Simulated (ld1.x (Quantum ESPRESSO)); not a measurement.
# Scattering properties, TM potential for dysprosium (Dy)

ld1.x (Quantum ESPRESSO) 7.5 input, shortened:

```
&input
   title='Dy', zed=66., rel=1, dft='PBESOL', iswitch=3,
   config='[Xe] 4f10 5d0 6s1 6p1'
 /
 &inputp
   pseudotype=2, tm=.true., lloc=0,
   nlcc=.false.
 /
4
5P  2  1   6.00   0.00  1.70  1.70  0.0
5D  3  2   0.00   0.00  3.35  3.35  0.0
4F  4  3  10.00   0.00  1.30  1.30  0.0
6S  1  0   1.00   0.00  2.45  2.45  0.0
 &test
   configts(1)='4f10 5p6 5d0 6s1 6p1'
 /
```

Occupied shells without a wave of their own: 6p. They enter only through the test configuration that unscreens the potential.

The phase is arctan(r·u′/u) with u = r·R(r), unwrapped; energies in Ry, scanned from -4 to 5 Ry. A pole is an energy at which the radial function vanishes at the test radius. The pseudo phase is shifted by a multiple of π to meet the all-electron one at the reference energy, and phase errors are pseudo minus all-electron; the curves can meet again beyond the range given. Levels narrower than the energy grid can be missing from the lists of poles. n/a: not evaluated, since a narrow level or a reset projector energy made the automatic matching unsafe.

| channel | radius (bohr) | reference energy (Ry) | poles, all-electron | poles, pseudo | unbroken range about the reference energy with phases within 0.05 rad | phase error 1 Ry above the reference energy (rad) |
| --- | --- | --- | --- | --- | --- | --- |
| s | 3.64 | -0.33 | 0.76 | 0.45, 1.49 | n/a | n/a |
| p | 3.64 | -1.97 | -1.95, 1.66 | -1.95, 2.33 | below -0.4 | +0.010 |
| d | 3.64 | -0.16 | 0.18, 3.36 | 0.18, 4.05 | below 0.9 | +0.035 |
| f | 3.64 | -0.34 | -0.32, 2.22 | -0.32, 3.28 | below 0.3 | +0.167 |

Phases in the s channel:

```
E (Ry)  all-electron   pseudo
 -4.00         1.418   -1.721
 -3.52        -1.727   -1.733
 -3.04        -1.746   -1.749
 -2.56        -1.768   -1.771
 -2.08        -1.799   -1.802
 -1.60        -1.851   -1.855
 -1.12        -1.957   -1.963
 -0.64        -2.329   -2.336
 -0.16        -4.046   -4.054
  0.32        -4.578   -4.631
  0.80        -4.721   -6.862
  1.28        -4.807   -7.808
  1.76        -4.899   -7.896
  2.24        -5.070   -7.961
  2.72        -5.788   -8.041
  3.20        -7.319   -8.195
  3.68        -7.634   -8.819
  4.16        -7.738  -10.417
  4.64        -7.794  -10.765
```
